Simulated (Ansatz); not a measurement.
Breaking a bond: LiBr, singlet.

Level of theory: full CI/cc-pVDZ, cores with 3d frozen (Ansatz, an electronic-structure program).

Q: Relative to R = 2.26 Å, what are the energies at R = 1.97, 2.09, 2.93, 5.85 Å?

A: 8.0 kcal/mol at 1.97 Å, 2.0 kcal/mol at 2.09 Å, 20.1 kcal/mol at 2.93 Å, 90.6 kcal/mol at 5.85 Å.
